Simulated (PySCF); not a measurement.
Ligands exchanged one at a time, Ga NH2-H. Isolated molecules, 0 K electronic values unless said otherwise. One relaxed conformer stands for each flexible species; it need not be the lowest. Strings in code marks are SMILES.

Quantity: redistribution energy (mixed species minus the weighted end members), in eV.

Case: 1 of 3 NH2 replaced by H: `[NH2][GaH][NH2]`. The other species in the difference include `[NH2][Ga]([NH2])[NH2]` (neutral, multiplicity 1). Geometry of `[NH2][GaH][NH2]` (neutral, multiplicity 1, Å):

```xyz
8

N      1.5244    -0.3989     0.0090
Ga     0.0451     0.6445    -0.1321
N     -1.5639    -0.1638     0.1021
H      1.5135    -1.3823     0.2151
H      2.4592    -0.0464    -0.0953
H      0.1513     2.1631    -0.4424
H     -2.4397     0.3242     0.0410
H     -1.6899    -1.1404     0.3025
```

Predict the redistribution energy (mixed species minus the weighted end members) from ωB97X-D3(BJ)/def2-TZVP // PBE0-D3(BJ)/def2-TZVP (PySCF).

-0.151 eV.
